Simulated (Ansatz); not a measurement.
This geometry of C2H6N2Se (11 atoms, charge 0, multiplicity 1) is a first-order saddle point.

These are results of RHF/def2-SVP (Ansatz 0.2.0), not measurements.

```xyz
11
Properties=species:S:1:pos:R:3
N -0.870 1.260 0.812
C -0.747 -0.040 0.316
N 0.565 -0.665 0.374
C 0.963 -0.858 -1.004
Se -0.784 -0.261 -1.682
H -1.416 1.444 1.624
H -0.314 2.002 0.445
H -1.517 -0.653 0.778
H 1.217 -0.172 0.954
H 1.783 -0.221 -1.339
H 1.185 -1.893 -1.258
```

Problem. Which two structures does it join? (They come from a converged band through this point; their orientation in space is the band's.)

Solution. No bond is made or broken. The height of N1 over the plane of its neighbours goes from -0.33 to 0.31 Å.

Initial state:

```xyz
11
Properties=species:S:1:pos:R:3
N -0.709 1.218 0.986
C -0.715 -0.075 0.416
N 0.579 -0.710 0.385
C 0.937 -0.803 -1.013
Se -0.863 -0.261 -1.595
H -1.630 1.565 1.180
H -0.215 1.890 0.428
H -1.481 -0.672 0.905
H 1.251 -0.297 1.004
H 1.709 -0.103 -1.339
H 1.202 -1.808 -1.335
```

Final state:

```xyz
11
Properties=species:S:1:pos:R:3
N -1.003 1.283 0.718
C -0.805 -0.054 0.289
N 0.526 -0.643 0.392
C 0.959 -0.824 -0.978
Se -0.804 -0.296 -1.679
H -1.050 1.369 1.717
H -0.339 1.931 0.337
H -1.559 -0.675 0.767
H 1.159 -0.143 0.987
H 1.756 -0.155 -1.304
H 1.226 -1.850 -1.225
```

Problem. How far does it lie above each of them?

Solution. 15.6 kJ/mol above the first and 6.7 kJ/mol above the second. This is the barrier of this one path; another mechanism may lie lower.

Time of the run: 110 s on 2 threads of Arm Neoverse V1, with other jobs on the host, peak memory 0.29 GiB.
